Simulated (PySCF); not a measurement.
The group X on HS-X is varied. Gas-phase values, no solvent. One relaxed conformer stands for each flexible species; it need not be the lowest. Strings in code marks are SMILES.

Calculation: B3LYP-D3(BJ)/def2-TZVP (PySCF). All candidates: neutral, multiplicity 1. B3LYP has the VWN-RPA correlation part, as in Gaussian. Excitations are Tamm–Dancoff values on a coarser integration grid. The basis has no diffuse functions, so Rydberg states are missing or too high.

* **LUMO**: -0.11 eV
* **T1 excitation (TDA)**: 5.30 eV
* **HOMO–LUMO gap**: 7.23 eV

Problem. Say which member has these values.
A. `[SiH3]OS` (Si–O–S–H torsion 88°)
B. `[AlH2][SH]`
C. `CS(=O)(=O)S` (O–S–S–H torsion 30°)
D. `FCS` (F–C–S–H torsion 76°)

Solution. D, `FCS` (F–C–S–H torsion 76°). The others give `[SiH3]OS` (Si–O–S–H torsion 88°): -1.36 eV, 3.28 eV, 5.45 eV; `CS(=O)(=O)S` (O–S–S–H torsion 30°): -1.61 eV, 4.37 eV, 6.39 eV; `[AlH2][SH]`: -1.61 eV, 4.52 eV, 5.96 eV
